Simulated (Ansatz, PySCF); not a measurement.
H4PSi (SMILES [SiH3][PH]), doublet, geometry from GFN2-xTB. Base run: CCSD(T)/def2-SVP in PySCF.

PySCF was given this input:
```python
from pyscf import gto, scf, cc

mol = gto.Mole()
mol.atom = '''
    Si   -0.978720   -0.338206    0.073002
    P     1.086518    0.466999   -0.099949
    H    -1.199124   -0.906478    1.405330
    H    -1.893211    0.777566   -0.154506
    H    -1.206618   -1.387531   -0.923789
    H     1.703270   -0.753662    0.150180
'''
mol.basis = 'def2-svp'
mol.charge = 0
mol.spin = 1
mol.verbose = 3
mol.build()

mf = scf.UHF(mol)
mf.kernel()

mycc = cc.CCSD(mf)
mycc.kernel()
et = mycc.ccsd_t()
print('E(CCSD(T)) = %.10f' % (mycc.e_tot + et))
```

The same geometry, method and basis name were run in Ansatz (a program for electronic structure) and PySCF, at each program's defaults and at the settings that a row names. The base is PySCF at its defaults. Differences at the defaults can come from grids, fitting, cores and function types together.

```
code and settings                                                                 ΔE vs base (mEh)  basis functions      E (Eh)  SCF cycles  SCF-reference dipole (D)
--------------------------------------------------------------------------------  ----------------  ---------------  ----------  ----------  ------------------------
PySCF, defaults (exact integrals, spherical functions, all electrons correlated)             0.000               56  -632.04548          11                      0.94
Ansatz, defaults (factorised integrals, spherical functions, frozen core)                   17.796               56  -632.02768           -                         -
PySCF, frozen core                                                                          17.795               56  -632.02768          11                      0.94
Ansatz, high accuracy, frozen core                                                          17.795               56  -632.02768           -                         -
```

Open shells are given as the SCF converged; they aren't shown to be the lowest states, and a large step between rows can be another state.
